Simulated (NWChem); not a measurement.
System: CH3BO3; SMILES OB1OCO1

```xyz
8

O      0.0837     1.8249     0.0000
B      0.0325     0.4865     0.0000
O     -1.0369    -0.4009     0.0000
C     -0.0077    -1.3810     0.0000
O      1.0567    -0.4434     0.0000
H     -0.7887     2.2314     0.0000
H     -0.0208    -2.0040     0.9103
H     -0.0208    -2.0040    -0.9103
```
Atoms are numbered in this order, from 1.

Program: NWChem. Pople sets run with spherical d functions. The geometry was optimised at PBE0/def2-SVP. Atomic charges in e: unrestrained fits to the electrostatic potential beside Mulliken populations; buried atoms are poorly determined by the fit.

What does the run give for Hartree-Fock/6-31G*? Quantities: ESP O1; Mulliken O1; ESP B2; Mulliken B2; ESP O3; Mulliken O3; ESP C4; Mulliken C4; ESP O5; Mulliken O5; relative RMS misfit of the potential (%).


```
Quantity                                  Result
----------------------------------------  ------
ESP O1                                     -0.75
Mulliken O1                                -0.73
ESP B2                                      1.04
Mulliken B2                                 0.90
ESP O3                                     -0.69
Mulliken O3                                -0.65
ESP C4                                      0.59
Mulliken C4                                 0.28
ESP O5                                     -0.64
Mulliken O5                                -0.63
relative RMS misfit of the potential (%)      18
```
